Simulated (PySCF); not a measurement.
Species: C2H2BF3O.
SMILES with atom numbers: `[F:1][B:2]([F:3])[C@@H:4]1[O:5][C@H:6]1[F:7]` (hydrogens: H8 on C4; H9 on C6)

Method: PySCF, PBE0-D3(BJ)/def2-SVP geometry optimisation, gas phase; density fitting, grid level 1; the optimiser is geomeTRIC in internal coordinates, started from a GFN2-xTB structure with every atom displaced at random (about 0.01 Å).

Step 0: E = -12959.5273 eV
```
atom  x, y, z in Å  |  force x, y, z in eV/Å
F1      1.7087    1.3050    0.5118   -0.269   1.118   0.522
B2      1.4336    0.1875   -0.0858    0.110   0.060  -0.106
F3      2.4629   -0.5699   -0.3128    0.738  -1.001  -0.358
C4      0.0217   -0.2750   -0.4695   -1.522   0.190   0.503
O5     -1.0037    0.6997   -0.7917   -0.026   0.371   0.265
C6     -1.1824    0.0603    0.3853    0.902  -0.684  -0.364
F7     -2.1747   -0.8448    0.4373    0.057   0.224  -0.050
H8     -0.1082   -1.1837   -1.0515    0.072  -0.361  -0.102
H9     -1.0996    0.6058    1.3424   -0.061   0.084  -0.309
```

Step 1: E = -12959.6102 eV
```
atom  x, y, z in Å  |  force x, y, z in eV/Å
F1      1.5260    1.3324    0.5356    0.152  -0.113  -0.078
B2      1.4181    0.1741   -0.0852   -0.114  -0.088  -0.091
F3      2.4975   -0.5671   -0.2444   -0.147   0.182   0.030
C4     -0.0044   -0.3153   -0.5221    0.217   0.037   0.160
O5     -0.9805    0.7231   -0.7767    0.077   0.078  -0.013
C6     -1.1126    0.0376    0.3854   -0.154   0.074   0.008
F7     -2.1742   -0.7714    0.4739   -0.048  -0.149  -0.013
H8     -0.1483   -1.2211   -1.1235    0.005   0.007   0.020
H9     -0.9634    0.5925    1.3227    0.010  -0.029  -0.023
```

Task: Estimate the geometry and energy of step 2. (The exact step hangs on the optimiser's Hessian estimate; all steps are aligned on step 1, rigid shifts and turns removed.)

Result: E = -12959.6171 eV, largest force 0.381 eV/Å
```
atom  x, y, z in Å  |  force x, y, z in eV/Å
F1      1.6425    1.3476    0.4638   -0.112   0.073  -0.017
B2      1.4415    0.1741   -0.0984    0.079   0.157   0.222
F3      2.5037   -0.5804   -0.2807   -0.104  -0.136  -0.112
C4     -0.0038   -0.2949   -0.4577    0.173   0.035   0.015
O5     -0.9652    0.7486   -0.7466   -0.151  -0.055   0.005
C6     -1.1609    0.0424    0.3956    0.333  -0.141  -0.121
F7     -2.1775   -0.8305    0.3960   -0.141   0.123   0.065
H8     -0.1454   -1.2026   -1.0559   -0.012  -0.018  -0.052
H9     -1.0766    0.5804    1.3496   -0.065  -0.039  -0.006
```

The energy changes by -0.0070 eV. The first-order estimate −F·Δx gives -0.0476 eV and the mean of the old and new forces, exact on a quadratic surface, -0.0065 eV. The step makes an angle of 68° with the force vector and moves no atom by more than 0.138 Å.

What follows is the cost of the whole optimisation. Time: 46 s of wall time; peak memory 0.44 GiB. Hardware: Arm Neoverse V1, one thread, on a shared host.
